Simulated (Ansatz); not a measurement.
(SrS)n off: binding per atom (eV) at several levels, gas phase, relaxed structures; Ansatz. Clusters are the lowest isomers that short searches found in that spin, judged at the geometry's level. Core potentials for Sr in the def2 sets, no spin–orbit coupling. Binding counts from free atoms in the multiplicity of their measured ground term, without zero-point energy. Singlets are spin-restricted. A dash marks a value that wasn't run or was left out as unsound. The structures are stationary points that may keep the symmetry of their start. Correlated methods freeze inner cores and use unrestricted references for open shells. Remarks come from the PBE and PBE0 runs and from stability tests at other levels; not every state was tested.

| species | state | geometry | PBE-D4/def2-SVP | PBE-D4/def2-TZVP | r2SCAN-D4/def2-TZVP | PBE0-D4/def2-TZVP | RPA@PBE/def2-TZVP | MP2/def2-TZVP | remarks |
| --- | --- | --- | --- | --- | --- | --- | --- | --- | --- |
| Sr2S3 | singlet | B3LYP-D4/def2-SVP | 3.25 | 3.21 | 3.26 | 3.13 | 2.49 | 2.91 | – |
| Sr3S4 | singlet | PBE-D4/def2-SVP | 3.39 | 3.33 | 3.41 | 3.27 | – | 3.07 | – |
| Sr5S4 | singlet | PBE0-D4/def2-SVP | 3.43 | 3.34 | 3.47 | 3.31 | 2.70 | 3.13 | restricted SCF unstable in HF |

Q: Estimate the rows for SrS2 (singlet, PBE0-D4/def2-TZVP geometry).

A: 
```
species    state           geometry  PBE-D4/def2-SVP  PBE-D4/def2-TZVP  r2SCAN-D4/def2-TZVP  PBE0-D4/def2-TZVP  RPA@PBE/def2-TZVP  MP2/def2-TZVP
   SrS2  singlet  PBE0-D4/def2-TZVP             2.59              2.63                 2.62               2.51               1.85           2.25
```
